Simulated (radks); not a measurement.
The tin anion Sn4-, [Xe], held by a Watson sphere: a shell of charge +4 at radius R that stands for the Madelung well of a crystal (potential energy -4/R inside, -4/r outside, in hartree with lengths in bohr). Calculated with a radial shooting solver on a logarithmic mesh with Libxc functionals: scalar-relativistic Kohn-Sham, PBE, spin-polarised, spherical densities, point nucleus. Response by self-consistent Sternheimer equations with the Hartree and adiabatic LDA kernel, the relativistic mass of each level held fixed and spin-orbit coupling left out. The sphere does not respond.

| R (bohr) | e(4d) (eV) | e(5s) (eV) | e(5p) (eV) | <r> 5p (bohr) | sum of <r^2> (bohr^2) | X-ray form factor at sin(theta)/lambda = 0.3 1/angstrom | alpha (bohr^3) |
|---|---|---|---|---|---|---|---|
| 2.52 | -26.729 | -14.137 | -6.991 | 2.866 | 92.87 | 34.430 | 52.97 |
| 2.66 | -26.094 | -13.628 | -6.773 | 2.938 | 96.11 | 34.467 | 58.01 |
| 3.02 | -24.941 | -12.445 | -6.195 | 3.128 | 105.0 | 34.571 | 74.10 |
| 3.71 | -23.845 | -10.695 | -5.157 | 3.506 | 124.1 | 34.720 | 119.7 |
| 4.63 | -23.312 | -9.231 | -4.068 | 4.028 | 153.2 | 34.776 | 223.0 |
